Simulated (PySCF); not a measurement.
**Carbon: a sound run and one with changed settings**

Sound run: C+ [He] 2s2 2p1, C(2+) [He] 2s2. Calculation: PySCF 2.14, in x2c-SVPall (3s2p1d, 14 functions); scalar relativity by spin-free X2C-1e. In the sound run the correlated levels freeze 1s2. The sound run starts from symmetry-adapted Hartree-Fock orbitals and uses a fine grid where one is needed.

Changed run: a valence shell is frozen. This setting is unsound on purpose.

Ionisation energy of C+:

```
 method  sound run (eV)  changed run (eV)
    UHF          24.304            24.304
    MP2          24.351            24.304
SCS-MP2          24.305            24.304
   CCSD          24.129            24.304
CCSD(T)          24.149            24.304
  CCSDT             n/a            24.304
    FCI             n/a            24.304
```

Freezing a valence shell removes pair correlation that changes on ionisation.

For comparison, NIST gives 24.383 eV between the lowest levels.
